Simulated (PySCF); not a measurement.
Isomers of C3H8Ge. Computed with TDDFT CAM-B3LYP/def2-SVPD, vertical, gas phase, core orbitals frozen in the response in PySCF. Geometries: PBE0-D3(BJ)/def2-SVP; one conformer of each isolated species. Triplets are in the Tamm–Dancoff approximation. Relativistic effects are left out although some hold elements past zinc.

A. `C1C[CH]1[GeH3]`
B. `C=C[CH2][GeH3]`
C. `C=[C](C)[GeH3]`

Lowest singlet levels (six at most, fewer where fewer were computed) with oscillator strengths:

1. 6.84 eV (f 0.002); 6.99 eV (f 0.000); 7.11 eV (f 0.411); 7.71 eV (f 0.005); 7.96 eV (f 0.004); 8.02 eV (f 0.040); T1 4.24 eV
2. 6.73 eV (f 0.114); 6.80 eV (f 0.399); 7.42 eV (f 0.012); 7.59 eV (f 0.015); 7.72 eV (f 0.097); 8.05 eV (f 0.002); T1 4.20 eV
3. 7.83 eV (f 0.003); 7.95 eV (f 0.029); 8.37 eV (f 0.025); 8.43 eV (f 0.000); 8.48 eV (f 0.039); 8.48 eV (f 0.187); T1 7.58 eV

Problem. Which spectrum belongs to which structure?

Solution. 1 = C, 2 = B, 3 = A.
- A: S1 at 7.83 eV, HOMO→LUMO (75%), HOMO→LUMO+1 (21%); Löwdin shares by element: HOMO carbon 67%, germanium 16% (atoms not listed hold the other 17%); LUMO germanium 52%, hydrogen 24% or more (atoms not listed hold the other 24%); HOMO -9.54 and LUMO 1.14 eV; point group Cs, 1 of its 6 listed states under f = 0.0005.
- B: S1 at 6.73 eV, HOMO→LUMO (58%), HOMO→LUMO+2 (18%), HOMO→LUMO+1 (18%); Löwdin shares by element: HOMO carbon 76%, germanium 9% (atoms not listed hold the other 15%); LUMO germanium 37%, carbon 26% or more, hydrogen 10% or more (atoms not listed hold the other 27%); HOMO -8.42 and LUMO 0.93 eV.
- C: S1 at 6.84 eV, HOMO-1→LUMO+1 (95%); Löwdin shares by element: HOMO carbon 78%, germanium 6% (atoms not listed hold the other 16%); LUMO germanium 44%, carbon 16% or more, hydrogen 7% or more (atoms not listed hold the other 32%); HOMO -8.83 and LUMO 0.97 eV; point group Cs, 1 of its 6 listed states under f = 0.0005.
B and C have S1 within 0.12 eV of each other; their strongest listed levels stand at 6.80 eV (f 0.399) and 7.11 eV (f 0.411).
